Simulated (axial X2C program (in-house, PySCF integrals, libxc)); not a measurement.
Levels of As₂⁻ by electron attachment to As₂ (EOM-EA-CCSD)

Computed with an in-house all-electron X2C program for linear molecules (integrals from PySCF): two-component X2C with atomic mean-field Coulomb and Gaunt terms, Gaussian nuclei, basis As dyall-acv3z with contracted cores.

R = 2.084 Å (near the PBE0 minimum at charge 0 of the determinant lowest at the starting distance; the state shown can have its own minimum elsewhere).

Hartree–Fock spinors of As₂ (one of each Kramers pair; a window near the gap, which can cut inner shells):

| ω | occupied | ε (eV) | character |
| --- | --- | --- | --- |
| 1/2 | yes | -23.89 | 73% As s, 17% As p, 8% As d |
| 1/2 | yes | -16.99 | 60% As s, 29% As p, 8% As d |
| 1/2 | yes | -10.32 | 83% As p, 12% As s |
| 1/2 | yes | -9.37 | 88% As p, 8% As d, 4% As f |
| 3/2 | yes | -9.19 | 88% As p, 8% As d |
| 1/2 | no | 0.07 | 59% As p, 35% As d, 6% As f |
| 3/2 | no | 0.19 | 59% As p, 36% As d, 6% As f |
| 1/2 | no | 0.98 | 95% As p |
| 1/2 | no | 1.47 | 68% As s, 30% As p |
| 1/2 | no | 1.58 | 98% As p |
| 3/2 | no | 1.59 | 98% As p |

Levels of As₂⁻ obtained by attaching an electron to As₂:

```json
{"Ω": "1/2", "binding energy (eV)": "0.481", "above lowest (cm⁻¹)": "0", "attached spinor": "60% As pπ, 34% As dπ", "one-particle weight": "0.94"}
{"Ω": "3/2", "binding energy (eV)": "0.355", "above lowest (cm⁻¹)": "1010", "attached spinor": "60% As pπ, 34% As dπ", "one-particle weight": "0.94"}
{"Ω": "1/2", "binding energy (eV)": "-0.781", "above lowest (cm⁻¹)": "10179", "attached spinor": "94% As pσ", "one-particle weight": "0.99"}
{"Ω": "1/2", "binding energy (eV)": "-1.149", "above lowest (cm⁻¹)": "13148", "attached spinor": "82% As sσ", "one-particle weight": "0.98"}
{"Ω": "1/2", "binding energy (eV)": "-1.386", "above lowest (cm⁻¹)": "15055", "attached spinor": "98% As pπ", "one-particle weight": "0.99"}
{"Ω": "3/2", "binding energy (eV)": "-1.395", "above lowest (cm⁻¹)": "15131", "attached spinor": "98% As pπ", "one-particle weight": "0.99"}
{"Ω": "1/2", "binding energy (eV)": "-1.711", "above lowest (cm⁻¹)": "17681", "attached spinor": "78% As pσ, 18% As dσ", "one-particle weight": "0.99"}
```

**Question.** What is the splitting of the first π pair in the table, and is it regular or inverted?

**Answer.** E(3/2) − E(1/2) = 1010 − 0 = 1010 cm⁻¹ at EOM-EA-CCSD: regular, Ω = 1/2 lower. Splittings at this level can be off by ten to twenty per cent.

Negative binding energies belong to unbound states, resonances or levels that the basis set holds; within some tenths of an eV of zero the sign is not settled.

This point took 10 s on 1 thread of Arm Neoverse V2, with other jobs on the host.

Reference electrons by ω block (each with its −ω partner): 1/2: 22, 3/2: 9, 5/2: 2. 10 electrons of As₂ correlated (inner shells frozen), 92 natural virtual spinors (a truncated set); levels can be off by some tenths of an eV. Roots sought by Ω: (1/2: 5, 3/2: 4, 5/2: 2, 7/2: 1); rows need 60 % one-particle weight and stop where some Ω has no more roots. Missing are any skipped roots, higher Ω and states of a further excitation; these come out far too high here and may in truth be low or lowest. T1 of the reference 0.016 (Lee–Taylor). Number of frozen shells: As 3 s, 2 p, 1 d. g and u states are not told apart.
